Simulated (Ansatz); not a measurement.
`C#[C][In]([Cl])[Cl]` and `C#CB(Cl)Cl` differ in one element.

Ansatz, PBE0-D4/def2-TZVP geometries, multiplicity 1. 

Elements past krypton have def2 core potentials.

```json
{"property": "size of the dipole moment (B3LYP/def2-TZVPP) / D", "`C#[C][In]([Cl])[Cl]`": "2.64"}
{"property": "HOMO–LUMO gap (PBE0/def2-TZVPP) / eV", "`C#[C][In]([Cl])[Cl]`": "6.78"}
{"property": "size of the dipole moment (ωB97M-V/def2-TZVPP) / D", "`C#[C][In]([Cl])[Cl]`": "2.67"}
{"property": "HOMO–LUMO gap (B3LYP/def2-TZVPP) / eV", "`C#[C][In]([Cl])[Cl]`": "6.25"}
{"property": "zero-point energy (PBE0-D4/def2-TZVP) / kJ/mol", "`C#[C][In]([Cl])[Cl]`": "53.7"}
{"property": "HOMO energy (PBE0/def2-TZVPP) / eV", "`C#[C][In]([Cl])[Cl]`": "-8.84"}
```

(1) What does the change do to each property? (An estimate is asked.)

## Answers

(1) The calculation gave: 
| property | `C#CB(Cl)Cl` | shift |
| --- | --- | --- |
| size of the dipole moment (B3LYP/def2-TZVPP) / D | 1.61 | -1.03 |
| HOMO–LUMO gap (PBE0/def2-TZVPP) / eV | 6.27 | -0.51 |
| size of the dipole moment (ωB97M-V/def2-TZVPP) / D | 1.60 | -1.07 |
| HOMO–LUMO gap (B3LYP/def2-TZVPP) / eV | 5.84 | -0.41 |
| zero-point energy (PBE0-D4/def2-TZVP) / kJ/mol | 67.5 | 13.8 |
| HOMO energy (PBE0/def2-TZVPP) / eV | -8.60 | 0.24 |

With PBE0 the HOMO rises by 0.24 eV and the LUMO falls by 0.27 eV, so the gap narrows by about 0.51 eV. PBE moves the HOMO by 0.30 eV and ωB97M-V by 0.27 eV. Dipoles are sizes alone; their direction can turn.

B3LYP here is the variant with VWN-RPA as its local correlation; programs differ in this.
